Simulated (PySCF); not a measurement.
silanone (H2OSi), SMILES O=[SiH2]. Atoms are numbered in the order given.

```xyz
4

Si     0.0000     0.0000     0.4374
O      0.0000     0.0000    -1.0821
H      0.0000    -1.2270     1.2664
H      0.0000     1.2270     1.2664
```

The structure is a stationary point at B3LYP-D3(BJ)/def2-TZVP.

The numbers are results of B3LYP/pcJ-1 in PySCF, not measurements.

Isotropic couplings with Fermi-contact, spin-dipole and both spin-orbit terms, one fixed conformer, no vibrational averaging. Isotopes: 1H, 29Si.

Computed spin–spin coupling constants:
| pair | bonds apart | J (Hz) |
|---|---|---|
| Si1–H3 | 1 | -270.2 |
| Si1–H4 | 1 | -270.2 |
| H3–H4 | 2 | 89.7 |
